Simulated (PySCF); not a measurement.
Isomers of C6H11N3, mass 125.095 u with the commonest isotopes. Computed with PBE0/pcSseg-1 in PySCF (dipole) on a GFN2-xTB geometry, gas phase. One conformer each, none proved a minimum here; rigid rotors.

Problem. Order these by out-of-plane moment Σ m c² = (Ia + Ib − Ic)/2, smallest first.
A. `[CH3:1][CH2:2][c:3]1[n:4][n:5]([CH3:6])[n:7][c:8]1[CH3:9]` with C1–C2–C3–N4 -91°
B. `[CH3:1][CH:2]([CH3:3])[c:4]1[cH:5][n:6][n:7][n:8]1[CH3:9]` with C1–C2–C4–C5 -73°
C. `[CH3:1][CH2:2][C@H:3]([CH3:4])[n:5]1[cH:6][n:7][n:8][cH:9]1` with C1–C2–C3–C4 -176°, C2–C3–N5–C6 63°
D. `[CH3:1][CH2:2][c:3]1[n:4][n:5][n:6]([CH3:7])[c:8]1[CH3:9]` with C1–C2–C3–N4 -98°
E. `CC(n1nncc1)(C)C`

Solution. A (22.93 u·Å²), D (23.84 u·Å²), B (53.03 u·Å²), E (55.31 u·Å²), C (57.61 u·Å²).

Problem. Order these by radius of gyration √(Σ m r²/M), smallest first.
A. `n1nn(cc1)C(C)(C)C`
B. `[CH3:1][CH2:2][c:3]1[n:4][n:5][n:6]([CH3:7])[c:8]1[CH3:9]` with C1–C2–C3–N4 -98°
C. `[CH3:1][CH:2]([CH3:3])[c:4]1[cH:5][n:6][n:7][n:8]1[CH3:9]` with C1–C2–C4–C5 -73°
D. `[CH3:1][CH2:2][c:3]1[n:4][n:5]([CH3:6])[n:7][c:8]1[CH3:9]` with C1–C2–C3–N4 -91°

Solution. A (1.972 Å), C (2.041 Å), B (2.087 Å), D (2.116 Å).

Problem. Order these by rotational constant C, smallest first.
A. `[CH3:1][CH2:2][c:3]1[n:4][n:5][n:6]([CH3:7])[c:8]1[CH3:9]` with C1–C2–C3–N4 -98°
B. `[CH3:1][CH:2]([CH3:3])[c:4]1[cH:5][n:6][n:7][n:8]1[CH3:9]` with C1–C2–C4–C5 -73°
C. `CC(C)(C)N1C=CN=N1`
D. `[CH3:1][CH2:2][c:3]1[n:4][n:5]([CH3:6])[n:7][c:8]1[CH3:9]` with C1–C2–C3–N4 -91°

Solution. D (940.6 MHz), A (970.2 MHz), B (1080 MHz), C (1172 MHz).

```json
{"SMILES": "CC(C)c1cnnn1C", "point group": "C1", "Ia (u·Å²)": "193.63", "Ib (u·Å²)": "380.36", "Ic (u·Å²)": "467.91", "κ": "-0.67", "μa (D)": "4.04", "μb (D)": "3.20", "μc (D)": "0.41"}
{"SMILES": "CC[C@H](C)n1cnnc1", "point group": "C1", "Ia (u·Å²)": "191.08", "Ib (u·Å²)": "394.03", "Ic (u·Å²)": "469.89", "κ": "-0.74", "μa (D)": "6.29", "μb (D)": "1.21", "μc (D)": "0.94"}
{"SMILES": "CCc1nn(C)nc1C", "point group": "C1", "Ia (u·Å²)": "193.01", "Ib (u·Å²)": "390.14", "Ic (u·Å²)": "537.30", "κ": "-0.58", "μa (D)": "0.11", "μb (D)": "0.00", "μc (D)": "0.06"}
{"SMILES": "CCc1nnn(C)c1C", "point group": "C1", "Ia (u·Å²)": "170.28", "Ib (u·Å²)": "398.30", "Ic (u·Å²)": "520.89", "κ": "-0.70", "μa (D)": "1.29", "μb (D)": "4.70", "μc (D)": "0.11"}
{"SMILES": "CC(C)(C)n1ccnn1", "point group": "Cs", "Ia (u·Å²)": "159.02", "Ib (u·Å²)": "382.72", "Ic (u·Å²)": "431.13", "κ": "-0.85", "μa (D)": "3.34", "μb (D)": "3.29", "μc (D)": "0.00"}
```
